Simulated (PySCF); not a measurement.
## S: excitation energy

S [Ne] 3s2 3p4 (3P) → S [Ne] 3s2 3p3 3d1 (5D), as a difference of total energies. All numbers are calculated (PySCF 2.14, the non-relativistic Hamiltonian (point nucleus), in aug-cc-pwCVQZ (10s9p7d5f3g, 134 functions)). Correlated levels: valence: [Ne] frozen; valence and next inner shell: 1s2 frozen; nothing frozen. The calculations carry no spin-orbit coupling.

```json
{"method": "UHF", "excitation energy (eV)": "8.158", "error (eV)": "-0.234"}
{"method": "LDA", "excitation energy (eV)": "8.681", "error (eV)": "+0.289"}
{"method": "PBE", "excitation energy (eV)": "8.530", "error (eV)": "+0.138"}
{"method": "PBE0", "excitation energy (eV)": "8.633", "error (eV)": "+0.241"}
{"method": "r2SCAN", "excitation energy (eV)": "8.666", "error (eV)": "+0.274"}
{"method": "PW91", "excitation energy (eV)": "8.569", "error (eV)": "+0.177"}
{"method": "PBEsol", "excitation energy (eV)": "8.531", "error (eV)": "+0.139"}
{"method": "BHandHLYP", "excitation energy (eV)": "8.912", "error (eV)": "+0.520"}
{"method": "MP2 (valence)", "excitation energy (eV)": "8.755", "error (eV)": "+0.363"}
{"method": "SCS-MP2 (valence)", "excitation energy (eV)": "8.985", "error (eV)": "+0.593"}
{"method": "MP2 (valence and next inner shell)", "excitation energy (eV)": "8.776", "error (eV)": "+0.384"}
{"method": "SCS-MP2 (valence and next inner shell)", "excitation energy (eV)": "9.001", "error (eV)": "+0.609"}
{"method": "MP2 (all electrons)", "excitation energy (eV)": "8.778", "error (eV)": "+0.386"}
{"method": "SCS-MP2 (all electrons)", "excitation energy (eV)": "9.002", "error (eV)": "+0.610"}
```

Reference: 8.392 eV (measured; NIST levels, between the centres of gravity of the two terms).

The promoted electron is Rydberg-like, and one or two diffuse shells describe it only roughly, which tends to raise the upper state.

In the upper state the promoted electron has a positive orbital energy at LDA, PBE, PBE0, r2SCAN, PW91, PBEsol, so the basis confines it.
